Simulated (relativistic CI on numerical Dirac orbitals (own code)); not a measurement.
# Tl XXXIV: q coefficients and field-shift factors

Calculated at this level of theory: Dirac-Coulomb-Breit CI, KLI orbitals optimised for each configuration, derivatives by finite differences, unscaled Slater integrals, QED left out (own radial code, finite nucleus).

Configurations in the expansion (outside the closed core [Ar] 3d10 4s2): 4p⁶4d¹⁰4f², 4p⁶4d⁹4f³, 4p⁶4d¹⁰4f5s, 4p⁶4d¹⁰4f5p, 4p⁵4d¹⁰4f³, 4p⁶4d¹⁰5s², 4p⁶4d¹⁰5s5p, 4p⁶4d¹⁰4f5d. Levels of other configurations are missing.

With x = (α/α₀)² − 1 an excitation energy changes as ω = ω₀ + qx; K = 2q/ω₀ is the relative enhancement. Terms are leading LS components, so labels can repeat. The field-shift factor is F = δν/δ⟨r²⟩ for the transition from the lowest level.

Lowest level 4p⁶4d¹⁰4f² ³H4.

```
           Level  ω₀ (cm⁻¹)  q (cm⁻¹)        K  F (GHz/fm²)
  4p⁶4d¹⁰4f² ³F2      25883      4567    0.353        0.501
  4p⁶4d¹⁰4f² ³H5      49297     49210        2         2.82
  4p⁶4d¹⁰4f² ¹G4      64838     48510      1.5         2.97
  4p⁶4d¹⁰4f² ³F3      65935     49850     1.51         3.04
  4p⁶4d¹⁰4f² ³H6      86069     72030     1.67         4.31
  4p⁶4d¹⁰4f² ³P0      99000     12230    0.247         1.76
  4p⁶4d¹⁰4f² ¹D2     106575     47840    0.898         3.45
  4p⁶4d¹⁰4f² ³F4     120393     99480     1.65         5.94
  4p⁶4d¹⁰4f² ³P1     126462     50390    0.797         3.79
  4p⁶4d¹⁰4f² ¹I6     135984     74540      1.1         5.03
  4p⁶4d¹⁰4f² ³P2     166760     96640     1.16         6.38
  4p⁶4d¹⁰4f² ¹S0     258628     87280    0.675         7.12
4p⁶4d¹⁰4f5s ³F°2    1854783   -745700   -0.804         1470
4p⁶4d¹⁰4f5s ³F°3    1858293   -375500   -0.404          846
4p⁶4d¹⁰4f5s ³F°3    1859129   -363900   -0.391          671
  4p⁶4d⁹4f³ ⁵H°4    1859903     13570   0.0146         36.3
  4p⁶4d⁹4f³ ⁵G°2    1866086      5906  0.00633         50.2
  4p⁶4d⁹4f³ ⁵I°5    1877789     18700   0.0199         36.7
  4p⁶4d⁹4f³ ⁵F°2    1891991     17160   0.0181         36.9
  4p⁶4d⁹4f³ ⁵K°6    1897109     16110    0.017         36.8
  4p⁶4d⁹4f³ ³L°7    1898761     10100   0.0106         36.5
  4p⁶4d⁹4f³ ⁵D°1    1899148     23170   0.0244         37.1
  4p⁶4d⁹4f³ ⁵H°5    1904355     47110   0.0495         38.3
```

At this charge energies of transitions that change n are usually good to better than 1 %, and those within a shell (Δn = 0) to a few per cent. Terms inside the open d or f shell come out 10 to 20 % too wide with unscaled integrals.
